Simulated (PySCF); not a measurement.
# Radial density of Kr (krypton, neutral)

UHF, [Kr], closed-shell 1S. Calculation: PySCF 2.14, in pcseg-2; no relativity, point nucleus.

```
r (bohr)  4πr²ρ (e/bohr)
0.000815          0.2541
 0.00137          0.6909
 0.00231           1.827
 0.00388           4.617
 0.00653           10.80
  0.0110           22.20
  0.0185           36.90
  0.0311           44.14
  0.0522           37.76
  0.0879           42.98
   0.148           52.00
   0.249           31.24
   0.418           37.09
   0.703           18.83
    1.18           5.833
    1.99           3.949
    3.35          0.6036
    5.63         0.01459
```
